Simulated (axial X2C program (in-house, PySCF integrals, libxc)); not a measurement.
## Density and ELF of NbH⁻

Calculated with an in-house all-electron X2C program for linear molecules (integrals from PySCF). Spin-free means the one-electron spin-free X2C Hamiltonian. Basis: Nb dyall-acv3z [12s13p10d5f3g], H dyall-av3z [7s3p2d] (cores contracted in-house); Gaussian nuclei, density fitting, unrestricted open shells. Masses: Nb 92.906 u, H 1.008 u.

PBE0, without spin–orbit coupling, state M_S = 5/2, Λ = 0 (beyond evenly filled blocks: σα, π+α, π-α, δ+α, δ-α); Nb at z = 0, H at z = 1.872 Å.

The maps cover the half plane through the axis: z from -2.4 to 4.2 Å along the bond, ρ from 0.15 to 2.25 Å away from it.

log10 of the density in e/bohr³:

```
 ρ\z  -2.4  -1.8  -1.2  -0.6   0.0   0.6   1.2   1.8   2.4   3.0   3.6   4.2
0.15  -3.1  -2.7  -1.7  -0.2   1.6  -0.3  -1.1  -0.7  -1.3  -2.2  -3.0  -3.7
0.45  -3.1  -2.6  -1.7  -0.5   0.1  -0.5  -1.3  -1.1  -1.5  -2.3  -3.0  -3.8
0.75  -3.0  -2.5  -1.8  -0.9  -0.5  -1.0  -1.5  -1.5  -1.8  -2.5  -3.2  -3.8
1.05  -3.0  -2.5  -1.9  -1.4  -1.2  -1.4  -1.8  -1.9  -2.2  -2.7  -3.3  -4.0
1.35  -3.0  -2.6  -2.1  -1.7  -1.7  -1.9  -2.1  -2.3  -2.5  -3.0  -3.5  -4.1
1.65  -3.1  -2.7  -2.3  -2.0  -2.0  -2.2  -2.4  -2.6  -2.9  -3.2  -3.7  -4.3
1.95  -3.2  -2.8  -2.5  -2.3  -2.4  -2.5  -2.7  -2.9  -3.2  -3.5  -4.0  -4.5
2.25  -3.3  -3.0  -2.7  -2.6  -2.6  -2.8  -3.0  -3.2  -3.5  -3.8  -4.2  -4.7
```

Electron localisation function (collinear form, no current term, damped to 0 at low density):

```
 ρ\z  -2.4  -1.8  -1.2  -0.6   0.0   0.6   1.2   1.8   2.4   3.0   3.6   4.2
0.15  0.01  0.00  0.04  0.74  0.49  0.65  0.51  1.00  1.00  1.00  0.85  0.03
0.45  0.03  0.03  0.10  0.77  0.25  0.73  0.44  1.00  1.00  0.99  0.78  0.02
0.75  0.08  0.13  0.25  0.62  0.72  0.56  0.38  0.98  1.00  0.98  0.60  0.01
1.05  0.19  0.35  0.46  0.49  0.41  0.32  0.33  0.89  0.97  0.93  0.31  0.01
1.35  0.31  0.54  0.62  0.52  0.28  0.21  0.26  0.66  0.86  0.70  0.10  0.00
1.65  0.39  0.63  0.69  0.57  0.29  0.18  0.19  0.35  0.52  0.27  0.02  0.00
1.95  0.40  0.65  0.72  0.60  0.33  0.17  0.13  0.15  0.16  0.05  0.00  0.00
2.25  0.34  0.61  0.69  0.59  0.34  0.16  0.08  0.06  0.04  0.01  0.00  0.00
```

Axial spin density in 10⁻³ e/bohr³:

```
 ρ\z  -2.4  -1.8  -1.2  -0.6    0.0   0.6  1.2   1.8   2.4   3.0   3.6  4.2
0.15   0.6   1.1   2.4  44.8  322.2  25.1  6.7  -3.3  -2.4  -0.5  -0.1  0.0
0.45   0.7   1.9   8.2  72.8   56.9  71.6  9.2  -0.4  -1.5  -0.4  -0.1  0.0
0.75   0.9   2.7  11.5  53.7   72.2  50.1  8.8   0.5  -0.7  -0.3  -0.1  0.0
1.05   0.9   3.0  10.5  29.9   36.0  23.6  6.1   0.8  -0.2  -0.2  -0.1  0.0
1.35   0.9   2.7   7.7  16.1   16.9  10.8  3.6   0.7  -0.1  -0.1   0.0  0.0
1.65   0.8   2.2   5.1   8.7    8.4   5.2  2.0   0.5   0.0   0.0   0.0  0.0
1.95   0.7   1.6   3.3   4.8    4.3   2.7  1.1   0.3   0.0   0.0   0.0  0.0
2.25   0.5   1.1   2.0   2.6    2.3   1.4  0.7   0.2   0.1   0.0   0.0  0.0
```

The state is one determinant whose occupation by symmetry is held fixed; it was picked as the lowest of a PBE0 search that is not exhaustive. Other states lie close and PBE0, whose exact exchange favours high spin, may order them wrongly; the determinant shown need not be the ground state. The nearest other spin-free determinant of the search, M_S = 3/2, Λ = 1, lies 0.31 eV up at the distance of the search. The highest occupied level of some functionals is positive through self-interaction error; at Hartree–Fock it is bound.
